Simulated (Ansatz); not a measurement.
Abridged output of a molecular run in Ansatz:

```
Functional definition: HF
1188 factors; integrals over basis functions are off by at most 1.2e-3 eV
mean field evaluation 1: about -22929.1739 eV, gradient 2.6e1 eV
mean field evaluation 2: about -22929.1857 eV, gradient 2.6e1 eV
mean field evaluation 4: about -22931.3932 eV, gradient 3.3e0 eV
mean field evaluation 8: about -22931.4357 eV, gradient 3.0e-4 eV
mean field -22931.43568506 eV, -842.7147179407 hartree, gradient 1.3e-6 eV, S^2 0.000000; 0 other end points of the search recorded, 0 dependent functions left out
12 core orbitals not correlated: weight in the atoms' cores, before any rotation towards them, 1.000 or more for the frozen orbitals, at most 0.000 for the correlated occupied ones
reference -22931.43568506 eV, -842.7147179407 hartree; 20, 20 occupied and 79, 79 virtual orbitals, 1188 factors
second order -18.32532815 eV of doubles, -0.00000000 eV of singles
cycle   1  -19.03952917 eV  change   -7.1e-1 eV  update   9.7e-2
cycle   2  -19.55169634 eV  change   -5.1e-1 eV  update   2.9e-2
cycle   3  -19.63870262 eV  change   -8.7e-2 eV  update   1.2e-2
cycle   4  -19.63833064 eV  change    3.7e-4 eV  update   3.0e-3
cycle   5  -19.63907779 eV  change   -7.5e-4 eV  update   1.0e-3
cycle   6  -19.63886192 eV  change    2.2e-4 eV  update   3.3e-4
cycle   7  -19.63873407 eV  change    1.3e-4 eV  update   1.2e-4
cycle   8  -19.63873284 eV  change    1.2e-6 eV  update   3.8e-5
perturbative correction -0.64947653 eV, -0.0238678223 hartree
Total energy: -22951.72389444 eV, -843.4602958834 hartree
```

Its atoms:

Cartesian coordinates in Å:
```
Cl -0.337 -0.301 -2.169
C -0.366 -0.077 -0.422
Te -2.142 -0.706 0.550
C 0.302 1.157 0.101
C 0.949 -0.185 0.280
H -1.766 -2.315 0.409
H -0.127 1.645 0.967
H 0.722 1.825 -0.640
H 1.806 -0.415 -0.341
H 0.959 -0.629 1.267
```

Q: Which basis set was used?
A. def2-SVP
B. def2-SVPD
C. def2-QZVPP
D. cc-pV(Q+d)Z

A: A. It gives 111 functions.

Q: Write the keys of the input that set method, charge and spin (a neutral closed shell needs none for the last two).

A: 
```yaml
correlation: {method: ccsd_t}
```
